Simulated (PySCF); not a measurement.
**`Cl[SiH2]P[SiH2]Cl`, Cl₂H₅PSi₂**

Geometry (Å), atoms numbered from 1 in this order:
```xyz
10

Cl    1.6366    6.6787    2.4045
Si    1.4795    4.6276    2.2311
P    -0.3410    4.1877    0.9727
Si   -1.8844    4.4743    2.5945
Cl   -2.1868    6.5042    2.8135
H     2.6784    4.1042    1.5187
H     1.4114    4.0508    3.6051
H    -0.2540    2.7746    1.2004
H    -1.4722    3.9231    3.9178
H    -3.1542    3.8349    2.1497
```

Computed with GIAO wB97X-D/pcSseg-1 magnetisability, rotational g tensor and spin-rotation constants, non-relativistic, gas phase in PySCF. Geometry: PBE0-D3(BJ)/def2-SVP.

(1) How diamagnetic is it, and how anisotropic?

(2) Split it along the inertial axes a, b, c into diamagnetic and paramagnetic parts about the centre of mass, with the quadrupole moment.

(3) And the rotational g tensor?

Answers

(1) Isotropic -1573 × 10⁻³⁰ J/T², or -94.7 × 10⁻⁶ cm³/mol; principal values -1704, -1531, -1483 × 10⁻³⁰ J/T², anisotropy 201 × 10⁻³⁰ J/T² (root of half the summed squared differences of the principal values). The susceptibility is in cgs units.

(2) 
```
axis  χ (10⁻⁶ cm³/mol)  diamagnetic (10⁻⁶ cm³/mol)  paramagnetic (10⁻⁶ cm³/mol)  summed x² of all electrons (Å²)  quadrupole Θ (D Å)
   a             -92.2                      -717.9                        625.7                            242.0               +0.46
   b            -101.6                     -1183.8                       1082.1                            132.2               +1.51
   c             -90.3                     -1587.3                       1497.0                             37.1               -1.98
```
Anisotropies 2χaa − χbb − χcc = +7.5 and 2χbb − χaa − χcc = -20.8 × 10⁻⁶ cm³/mol. Θ is traceless in Buckingham's convention.

(3) 
```csv
axis,rotational constant (GHz),g,nuclear part,electronic part
a,1.8921,-0.0265,0.5298,-0.5562
b,1.0554,-0.0104,0.5262,-0.5365
c,0.7537,-0.0107,0.5194,-0.5301
```
Asymmetric top; isotopes 35Cl, 1H, 31P, 28Si; no vibrational averaging.
